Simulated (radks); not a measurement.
Question: Species: Ir5+. Configuration: [Xe] 4f14 5d4 (the NIST ground configuration). Calculated with a radial shooting solver on a logarithmic mesh with Libxc functionals: Dirac Kohn-Sham, PBE, spin-unpolarised, spherical densities, point nucleus; open shells fill j = l - 1/2 first. Some entries of the table are withheld. Estimate them.

| orbital | occ. | eigenvalue (eV) | r(max) (bohr) |
|---|---|---|---|
| 1s1/2 | 2 | -76085.07 | 0.01081 |
| 2s1/2 | 2 | -13352.30 | 0.06249 |
| 2p1/2 | 2 | -12791.43 | 0.04620 |
| 2p3/2 | 4 | -11163.62 | 0.05336 |
| 3s1/2 | 2 | -3171.428 | 0.1759 |
| 3p1/2 | 2 | -2920.568 | 0.1644 |
| 3p3/2 | 4 | -2564.113 | 0.1790 |
| 3d3/2 | 4 | -2146.057 | 0.1397 |
| 3d5/2 | 6 | -2069.039 | 0.1437 |
| 4s1/2 | 2 | -726.4623 | 0.3976 |
| 4p1/2 | 2 | (1) | 0.3965 |
| 4p3/2 | 4 | (2) | 0.4268 |
| 4d3/2 | 4 | -363.1280 | 0.4211 |
| 4d5/2 | 6 | -347.4762 | 0.4305 |
| 5s1/2 | 2 | -160.1348 | 0.8893 |
| 4f5/2 | 6 | (3) | 0.3926 |
| 5p1/2 | 2 | (4) | 0.9424 |
| 4f7/2 | 8 | (5) | 0.3973 |
| 5p3/2 | 4 | (6) | 1.020 |
| 5d3/2 | 4 | -65.5748 | 1.214 |
| 5d5/2 | 0 | -63.8552 | 1.244 |

Answer: 
(1) 4p1/2 eigenvalue (eV): -620.6614
(2) 4p3/2 eigenvalue (eV): -536.3474
(3) 4f5/2 eigenvalue (eV): -127.1166
(4) 5p1/2 eigenvalue (eV): -126.4286
(5) 4f7/2 eigenvalue (eV): -123.9862
(6) 5p3/2 eigenvalue (eV): -112.1969
